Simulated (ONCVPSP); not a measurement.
## Reading a pseudo-wave (O)

Columns: radius, all-electron u(r) and pseudo u(r) of the 2s shell (level -23.81 eV) of oxygen in the configuration [He] 2s2 2p4; PBEsol, scalar-relativistic, ONCV scheme, ONCVPSP 4.0.1.

| r (bohr) | all-electron | pseudo |
| --- | --- | --- |
| 0.078 | -0.4039 | 0.0825 |
| 0.155 | -0.3606 | 0.1669 |
| 0.232 | -0.1473 | 0.2600 |
| 0.310 | 0.1116 | 0.3668 |
| 0.388 | 0.3547 | 0.4818 |
| 0.465 | 0.5561 | 0.5954 |
| 0.542 | 0.7129 | 0.7051 |
| 0.620 | 0.8273 | 0.8093 |
| 0.698 | 0.9023 | 0.8945 |
| 0.775 | 0.9440 | 0.9437 |
| 0.852 | 0.9602 | 0.9601 |
| 0.930 | 0.9561 | 0.9560 |
| 1.008 | 0.9366 | 0.9365 |
| 1.085 | 0.9064 | 0.9064 |
| 1.162 | 0.8687 | 0.8687 |
| 1.240 | 0.8254 | 0.8254 |
| 1.318 | 0.7792 | 0.7792 |
| 1.395 | 0.7321 | 0.7321 |
| 1.472 | 0.6849 | 0.6849 |
| 1.550 | 0.6376 | 0.6376 |
| 1.628 | 0.5917 | 0.5917 |
| 1.705 | 0.5481 | 0.5481 |
| 1.782 | 0.5065 | 0.5065 |
| 1.860 | 0.4666 | 0.4666 |
| 1.938 | 0.4290 | 0.4291 |
| 2.015 | 0.3943 | 0.3943 |

**Question.** How many radial nodes do the two functions have?

**Answer.** The all-electron 2s function has n − l − 1 = 1; the pseudo-wave has 0, since the states of the same l below it are removed with the core.

**Question.** At about which radius was the pseudo-wave matched?

**Answer.** 0.80 bohr, where the columns begin to agree (steps of 0.08 bohr).

**Question.** Is the pseudo-wave norm-conserving?

**Answer.** Yes: the ONCV scheme keeps the norm inside the radius equal to the all-electron one, which fixes the energy derivative of the logarithmic derivative at the level.
